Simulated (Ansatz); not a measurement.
A nudged elastic band was laid between two geometries of BrH + Cl2H2Si (7 atoms, charge 0, multiplicity 1).

Level of theory: RKS LDA/def2-SVP in Ansatz.

* movable images: 5
* climbing image: yes
* spring: 5.0 eV/Å²
* optimiser: quadratic models (default)
* start path: through a guess of the saddle point
* force threshold: 0.05 eV/Å
* iteration limit: 60
* end points: relaxed

First end point:

```xyz
7
Properties=species:S:1:pos:R:3
Si -0.328 -0.687 0.285
H -0.474 0.705 0.846
Cl -1.083 -0.690 -1.614
Cl -1.425 -1.936 1.480
H 1.099 -1.131 0.272
H 0.564 1.810 -0.159
Br 1.647 1.930 -1.109
```

Last end point:

```xyz
7
Properties=species:S:1:pos:R:3
Si 0.452 -0.904 -0.234
H -1.061 1.692 0.813
Cl -0.953 -0.562 -1.673
Cl -0.447 -0.864 1.605
H 1.072 -2.245 -0.444
H -1.071 2.242 0.255
Br 2.008 0.641 -0.322
```

Task: What changes between the two ends?

Result: Bonds broken: Si1–H2, H6–Br7. Bonds formed: Si1–Br7, H2–H6. BrH + Cl2H2Si becomes BrCl2HSi + H2.

Task: What energy profile does the band end with?

Result: It converged. The highest image is number 3 of 0 to 6, 1.01 eV above the first end and 1.67 eV above the last; the last end lies 0.66 eV below the first. A vibrational analysis at the climbing image gives one clearly imaginary mode, 630i cm⁻¹: a first-order saddle point. The orbitals stay closed-shell, which can raise the energy where a bond breaks towards radicals; this wasn't checked here.

```json
{"image": "0", "path coordinate (Å)": "0.00", "energy (eV)": "0.00", "Si1–H2 (Å)": "1.51", "H6–Br7 (Å)": "1.45", "Si1–Br7 (Å)": "3.56"}
{"image": "1", "path coordinate (Å)": "0.51", "energy (eV)": "0.06", "Si1–H2 (Å)": "1.51", "H6–Br7 (Å)": "1.46", "Si1–Br7 (Å)": "3.35"}
{"image": "2", "path coordinate (Å)": "1.02", "energy (eV)": "0.48", "Si1–H2 (Å)": "1.55", "H6–Br7 (Å)": "1.53", "Si1–Br7 (Å)": "2.94"}
{"image": "3", "path coordinate (Å)": "1.53", "energy (eV)": "1.01", "Si1–H2 (Å)": "1.69", "H6–Br7 (Å)": "1.79", "Si1–Br7 (Å)": "2.59"}
{"image": "4", "path coordinate (Å)": "2.40", "energy (eV)": "0.10", "Si1–H2 (Å)": "2.26", "H6–Br7 (Å)": "2.23", "Si1–Br7 (Å)": "2.28"}
{"image": "5", "path coordinate (Å)": "3.26", "energy (eV)": "-0.55", "Si1–H2 (Å)": "2.87", "H6–Br7 (Å)": "2.61", "Si1–Br7 (Å)": "2.21"}
{"image": "6", "path coordinate (Å)": "4.12", "energy (eV)": "-0.66", "Si1–H2 (Å)": "3.18", "H6–Br7 (Å)": "3.52", "Si1–Br7 (Å)": "2.19"}
```

Task: What is the geometry of the highest image?

Result: 
```xyz
7
Properties=species:S:1:pos:R:3:forces:R:3
Si -0.019 -0.464 0.008 0.01 -0.03 0.00
H -0.643 0.967 0.653 0.00 -0.01 0.01
Cl -1.120 -0.645 -1.693 0.01 0.02 -0.01
Cl -1.115 -1.297 1.570 0.00 0.02 0.01
H 1.195 -1.324 0.072 0.00 0.00 0.00
H 0.102 1.376 0.186 0.01 0.00 -0.02
Br 1.600 1.387 -0.796 -0.02 0.00 0.01
```

Task: What are the harmonic wavenumbers there?

Result: 630i, 47, 149, 254, 367, 408, 539, 589, 641, 853, 879, 1003, 1441, 2158, 2221 cm⁻¹.

The run took 60 s on 2 threads of Intel(R) Xeon(R) Platinum 8488C (Sapphire Rapids) (shared host), peak memory 0.17 GiB.
